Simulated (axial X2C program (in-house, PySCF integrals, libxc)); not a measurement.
# What spin–orbit coupling does to IrO

Calculated with an in-house all-electron X2C program for linear molecules (integrals from PySCF). Spin-free means the one-electron spin-free X2C Hamiltonian; two-component (2c) means X2C with spin–orbit coupling and atomic mean-field two-electron Coulomb and Gaunt terms, so the difference of the two also holds small scalar two-electron terms. Basis: Ir dyall-cv3z [13s14p9d6f4g], O dyall-av3z [7s6p3d2f] (cores contracted in-house); Gaussian nuclei, density fitting, unrestricted open shells. Masses: Ir 192.963 u, O 15.995 u.

Spin-free state: M_S = 3/2, Λ = 0 (beyond evenly filled blocks: σα, π+α, π-α); fragments Ir + O.

| level | Re (Å) | ωe (cm⁻¹) | De (eV) | μ (D) |
| --- | --- | --- | --- | --- |
| PBE0 | 1.682 | 1000.0 | 4.889 | -2.90 |
| TPSS | 1.705 | 946.8 | 5.493 | -2.60 |
| M06 | 1.696 | 966.9 | 4.322 | -3.31 |

Dipoles are positive if O is the positive end.

Two-component determinant lowest at the distance of the search:

Ω = 7/2 (⟨Sz⟩ = 1.46, ⟨Lz⟩ = 2.04 at PBE0); fragments Ir + O.

| level | Re (Å) | ωe (cm⁻¹) | De (eV) | μ (D) |
| --- | --- | --- | --- | --- |
| PBE0 | 1.706 | 955.9 | 4.677 | -2.86 |
| TPSS | 1.728 | 908.3 | n/a | -2.57 |
| M06 | 1.714 | 929.9 | 4.251 | -2.83 |

Task: From the two tables, how do the constants change at the PBE0 level (2c against spin-free)?

Result: At the PBE0 level Re rises by 0.024 Å and ωe decreases by 44.1 cm⁻¹; De is not compared, since the atomic limits differ or miss part of their spin–orbit lowering. The two determinants differ in configuration, so these shifts compare two states and are not the spin–orbit effect on one state.

One determinant describes the state; a PBE0 search over occupations chose it and may have missed a lower one. De is counted from the lowest determinant-based energies of the atoms at the same level, without counterpoise correction. De is not given where an atomic determinant may have missed its ground term or J level, or where the truncated virtual space spoils (T). Density functionals use the spin component along the axis (collinear). The 2c atoms are single determinants rather than J levels; their spin–orbit lowering is only partly caught, and De is too large by that part. This holds for PBE0, M06. PBE0 can misorder states that lie within some tenths of an eV, so this need not be the ground state of the molecule. The nearest other spin-free determinant of the search, M_S = 3/2, Λ = 2, lies 0.09 eV up at the distance of the search. The functionals have no current-density term, which raises determinants with orbital currents, atoms included. With several unpaired electrons one determinant need not be a pure state. At some level and bond length an empty orbital lies below a filled one. The stretched end of a curve changes character and is left out.
